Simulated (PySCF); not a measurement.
Positional isomers: butadiene ethynyl. Gas-phase values, no solvent. One relaxed conformer stands for each flexible species; it need not be the lowest. Strings in code marks are SMILES.

Calculation: PBE-D3(BJ)/def2-TZVP // B3LYP-D3(BJ)/def2-TZVP (PySCF 2.14.0). 

```json
[
 {"species": "`C=CC(=C)C#C`", "HOMO (eV)": "-5.88", "HOMO–LUMO gap (eV)": "3.64"},
 {"species": "`C#C/C=C/C=C`", "HOMO (eV)": "-5.64", "HOMO–LUMO gap (eV)": "3.21"},
 {"species": "`C#C/C=C\\C=C`", "HOMO (eV)": "[?]", "HOMO–LUMO gap (eV)": "3.25"}
]
```

### Question
Complete the blanks.

### Answer

- `C#C/C=C\C=C`, HOMO (eV): -5.66
